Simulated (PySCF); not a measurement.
# ORD: `C#C[C@H]1C[Si@H](CF)N1`, C₅H₈FNSi

Geometry:
```json
{"atom": "C1", "x (Å)": "-3.349", "y (Å)": "-0.753", "z (Å)": "0.410"}
{"atom": "C2", "x (Å)": "-2.367", "y (Å)": "-0.099", "z (Å)": "0.207"}
{"atom": "C3", "x (Å)": "-1.152", "y (Å)": "0.638", "z (Å)": "-0.061"}
{"atom": "C4", "x (Å)": "-0.244", "y (Å)": "0.765", "z (Å)": "1.178"}
{"atom": "Si5", "x (Å)": "0.920", "y (Å)": "-0.502", "z (Å)": "0.350"}
{"atom": "C6", "x (Å)": "2.723", "y (Å)": "-0.015", "z (Å)": "-0.066"}
{"atom": "F7", "x (Å)": "3.390", "y (Å)": "-1.120", "z (Å)": "-0.560"}
{"atom": "N8", "x (Å)": "-0.199", "y (Å)": "-0.104", "z (Å)": "-0.894"}
{"atom": "H9", "x (Å)": "-4.221", "y (Å)": "-1.306", "z (Å)": "0.598"}
{"atom": "H10", "x (Å)": "-1.411", "y (Å)": "1.599", "z (Å)": "-0.525"}
{"atom": "H11", "x (Å)": "0.128", "y (Å)": "1.775", "z (Å)": "1.314"}
{"atom": "H12", "x (Å)": "-0.732", "y (Å)": "0.449", "z (Å)": "2.094"}
{"atom": "H13", "x (Å)": "0.936", "y (Å)": "-1.834", "z (Å)": "0.966"}
{"atom": "H14", "x (Å)": "3.284", "y (Å)": "0.303", "z (Å)": "0.815"}
{"atom": "H15", "x (Å)": "2.802", "y (Å)": "0.760", "z (Å)": "-0.831"}
{"atom": "H16", "x (Å)": "-0.517", "y (Å)": "-0.547", "z (Å)": "-1.741"}
```

Computed, not measured: TDDFT LC-wPBE/aug-cc-pVDZ circular dichroism and optical rotation, one conformer, gas phase in PySCF 2.14.0. Geometry: GFN2-xTB.

The molecule is flexible and this is one conformer; a measurement averages over conformers.

Stereocentres: C3 S, Si5 R.

Task: Give the optical rotatory dispersion at 633, 589.3, 546, 436, 405, 365, 355 nm.

Result: [α] in deg dm⁻¹ (g/mL)⁻¹:
| λ (nm) | origin-invariant length gauge | modified velocity gauge | length gauge (centre of mass) | isotropic polarisability (au) |
| --- | --- | --- | --- | --- |
| 633 | +87.7 | +93.5 | +87.6 | 89.4 |
| 589.3 | +105.3 | +112.1 | +105.2 | 89.7 |
| 546 | +129.0 | +136.8 | +128.8 | 90.1 |
| 436 | +248.0 | +260.4 | +247.6 | 91.9 |
| 405 | +315.1 | +329.5 | +314.6 | 92.7 |
| 365 | +454.6 | +472.3 | +453.8 | 94.2 |
| 355 | +504.9 | +523.6 | +504.0 | 94.6 |

Task: And for the mirror image at 589.3 nm?

Result: -105.3 deg dm⁻¹ (g/mL)⁻¹ (origin-invariant length gauge): the same size and the opposite sign.

Task: What is the molar rotation [Φ] = [α]·M/100 of the geometry above at 589.3 nm?

Result: With M = 129.21 g/mol, +136.1 deg cm² dmol⁻¹ (origin-invariant length gauge).

The first excitation lies at 6.20 eV (200 nm) with R = +38.1 × 10⁻⁴⁰ esu² cm² (velocity form).
